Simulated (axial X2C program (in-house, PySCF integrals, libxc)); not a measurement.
**BeBr: from Re and ωe to a spectrum**

A bond curve at the CCSD(T) level, 2c, was computed with an in-house all-electron X2C program for linear molecules (integrals from PySCF) (basis Br dyall-cv3z [8s9p6d4f1g], Be dyall-cv3z [8s8p3d1f] (cores contracted in-house)) for the state Ω = 1/2 (⟨Sz⟩ = 0.50, ⟨Lz⟩ = 0.00 at HF). Its fit gives Re = 1.9618 Å, ωe = 719.4 cm⁻¹, ωexe = 3.85 cm⁻¹ and αe = 4.360e-03 cm⁻¹; the masses are 78.9183 and 9.0122 u. Two-component means X2C with spin–orbit coupling and atomic mean-field Coulomb and Gaunt terms.

Correlated methods: 9 electrons correlated (number of frozen shells: Br 3 s, 2 p, 1 d; Be 1 s), 191 virtual spin orbitals or spinors in MP2, 90 natural virtuals in coupled cluster.

(1) Find the reduced mass, Be and the force constant.

(2) Estimate the centrifugal constant by the Kratzer relation.

(3) Where do the fundamental and the first overtone lie?

(4) Estimate De from a Morse curve and compare with the computed well depth of 3.034 eV to Br + Be.

(5) A Morse curve ties αe to the other constants (Pekeris). How well does that hold?

One determinant describes the state; a PBE0 search over occupations chose it and may have missed a lower one. De is counted from the lowest determinant-based energies of the atoms at the same level, without counterpoise correction. CCSD and (T) use frozen natural virtuals with an MP2 correction for the truncation; (T) itself is uncorrected, so its De runs slightly low.

Results:

(1) From the CCSD(T) values: μ = 8.0885 u. Be = 16.8576/(μ Re²) = 0.5415 cm⁻¹. k = 5.8918×10⁻⁷ μ ωe² = 2.47 mdyn/Å.

(2) D = 4Be³/ωe² = 1.23e-06 cm⁻¹.

(3) ν(1←0) = ωe − 2ωexe = 711.7 cm⁻¹; ν(2←0) = 2ωe − 6ωexe = 1415.7 cm⁻¹.

(4) De(Morse) = ωe²/(4ωexe) = 4.167 eV against 3.034 eV computed, a ratio of 1.37. The extrapolation overshoots: the well softens faster than a Morse curve, or the lowest atomic limit lies below the one to which the curve heads.

(5) αe(Morse) = 6Be²/ωe × (√(ωexe/Be) − 1) = 4.076e-03 cm⁻¹; the CCSD(T) curve gives 4.360e-03 cm⁻¹, a ratio of 0.93.
